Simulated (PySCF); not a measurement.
SMILES COC(=O)CCc1ccco1 (C8H10O3) (GFN2-xTB optimised geometry):

```
21

C     -4.135    -3.515     2.711
O     -3.099    -2.551     2.585
C     -2.597    -2.379     1.354
O     -2.972    -2.994     0.393
C     -1.523    -1.316     1.359
C     -0.785    -1.256     0.019
C      0.207    -0.145     0.000
C      1.570    -0.145     0.000
C      1.970     1.215     0.000
C      0.821     1.939     0.003
O     -0.251     1.127     0.004
H     -4.398    -3.543     3.765
H     -3.786    -4.493     2.375
H     -4.998    -3.225     2.108
H     -0.834    -1.520     2.180
H     -2.004    -0.357     1.564
H     -1.520    -1.112    -0.776
H     -0.269    -2.199    -0.163
H      2.211    -1.003    -0.005
H      2.972     1.593    -0.002
H      0.635     2.994     0.004
```

Computed with PBE0/def2-SVP (PySCF).

**Question.** What are the frontier orbital energies and the dipole moment?

**Answer.** HOMO-2 -8.01 eV, HOMO-1 -7.98 eV, HOMO -6.33 eV, LUMO 0.40 eV, LUMO+1 0.63 eV; dipole moment 1.70 D.

On the same geometry PBE/def2-SVP (PySCF) gives HOMO-2 -6.70 eV, HOMO-1 -6.22 eV, HOMO -5.24 eV, LUMO -0.64 eV, LUMO+1 -0.37 eV; dipole moment 1.65 D.

Meta-Löwdin charges at PBE0/def2-SVP: C1 -0.09, O2 -0.34, C3 0.50, O4 -0.45, C5 -0.21, C6 -0.19, C7 0.17, C8 -0.19, C9 -0.17, C10 0.03, O11 -0.24, H12 0.12, H13 0.11, H14 0.11, H15 0.12, H16 0.13, H17 0.12, H18 0.12, H19 0.12, H20 0.12, H21 0.12.
